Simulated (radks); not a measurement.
Results of a calculation; reference values are marked as such.
How relativity changes the ionisation of the platinum ion Pt3+ ([Xe] 4f14 5d7) to Pt4+ ([Xe] 4f14 5d6). Spin-unpolarised spherical Kohn-Sham, PBE, point nucleus unless stated (finite: rms radius 5.427 fm), a radial shooting solver on a logarithmic mesh with Libxc functionals. A level marked "c x" has the speed of light scaled by that factor and shares open shells by 2j + 1; other Dirac levels either fill j = l - 1/2 first or share by 2j + 1.

level,E(Pt3+) (hartree),E(Pt4+) (hartree),IE (eV),HOMO,<r> HOMO (bohr)
non-rel.,-17332.5569,-17330.8384,46.763,5d,1.466
scalar-rel.,-18411.2603,-18409.5826,45.653,5d,1.487
"scalar-rel., finite nucleus",-18407.4243,-18405.7465,45.654,5d,1.487
"Dirac, 2j+1 shares",-18444.5018,-18442.8248,45.632,5d5/2,1.507
"Dirac, low j first",-18444.5741,-18442.9296,44.749,5d5/2,1.510
"Dirac, 2j+1 shares, finite nucleus",-18440.6234,-18438.9464,45.633,5d5/2,1.507
"Dirac, c x 1.5",-17778.7955,-17777.0958,46.251,5d5/2,1.483
"Dirac, c x 3",-17438.2906,-17436.5768,46.634,5d5/2,1.470
"Dirac, c x 5",-17370.2106,-17368.4938,46.716,5d5/2,1.467

NIST Atomic Spectra Database: 43 eV (theoretical). The relativistic part of the total energy of Pt3+ is -1108 hartree (Dirac, 2j+1 shares, finite nucleus), 6.4 % of the non-relativistic value. Spin polarisation and multiplet splitting of open shells are left out at every level.

Beside tabulated values, note that relativity, absent from the non-relativistic runs, is large for the heavy elements, and spin-unpolarised runs miss the spin-polarisation part of the exchange energy of open shells.
